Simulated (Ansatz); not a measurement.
`[OH][In][O][SiH3]` radical at its PBE0-D4/def2-TZVP geometry, where that method's forces vanish. The species carries charge 0 and has multiplicity 2. In takes the def2 core potential.

```xyz
8

O     3.1449   -0.7094   -0.8170
In    1.6949    0.6555   -0.6207
O    -0.0201   -0.1512    0.0368
Si   -1.5336    0.3322    0.3998
H     2.7978   -1.5727   -0.5639
H    -2.3199    0.6494   -0.8273
H    -2.2281   -0.7584    1.1361
H    -1.5360    1.5546    1.2561
```

Q: What forces (eV/Å) does r2SCAN-D4/def2-TZVPP give on these atoms in the Gaussian-basis code of Ansatz? (Best estimate.)

A: Computed: 
```
O1   0.121 -0.041 -0.029
In2  0.015  0.159 -0.034
O3  -0.016 -0.120  0.031
Si4 -0.088  0.065  0.007
H5  -0.043 -0.045  0.021
H6   0.005 -0.010  0.029
H7   0.016  0.021 -0.015
H8  -0.010 -0.028 -0.010
```
